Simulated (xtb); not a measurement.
CH4MoOS2, SMILES [CH3][Mo]([OH])(=[S])=[S], multiplicity 1. All values are semi-empirical tight-binding results from xtb (GFN2-xTB unless named), good for trends rather than for accurate numbers. Geometry: GFN2-xTB. The spin state was assumed, not searched. Other conformers were not sampled.

Optimised geometry:

Bonds (Å): Mo1–S2 2.145, Mo1–S3 2.146, Mo1–O4 1.752, Mo1–C6 2.151, O4–H5 0.962, C6–H7 1.098, C6–H8 1.099, C6–H9 1.099. Bond angles (°): S2–Mo1–S3 107.8, S2–Mo1–O4 120.2, S2–Mo1–C6 99.8, S3–Mo1–O4 120.3, S3–Mo1–C6 100.0, O4–Mo1–C6 104.2, Mo1–O4–H5 176.4, Mo1–C6–H7 111.9, Mo1–C6–H8 111.5, Mo1–C6–H9 111.4, H7–C6–H8 107.0, H7–C6–H9 107.0, H8–C6–H9 107.7.
Charge 0, spin multiplicity 1.

For metal compounds this method's bond lengths and energies can be far off.

Computed properties:
```json
{
 "point_group_as_xtb_finds_it": "Cs",
 "orbital_gap": "1.86 eV",
 "zero_point_energy": "31.0 kcal/mol",
 "G − E(el) at 298.15 K (modified RRHO)": "9.6 kcal/mol"
}
```

Q: Give the atomic charges and the Wiberg bond orders between heavy atoms. (The exact figures need the calculation; the answer reports its results.)

A: charges (e) Mo1 0.65, S2 -0.31, S3 -0.31, O4 -0.42, H5 0.34, C6 -0.19, H7 0.10, H8 0.08, H9 0.08. Bond orders Mo1–S2 2.18, Mo1–S3 2.18, Mo1–O4 1.33, Mo1–C6 1.09.
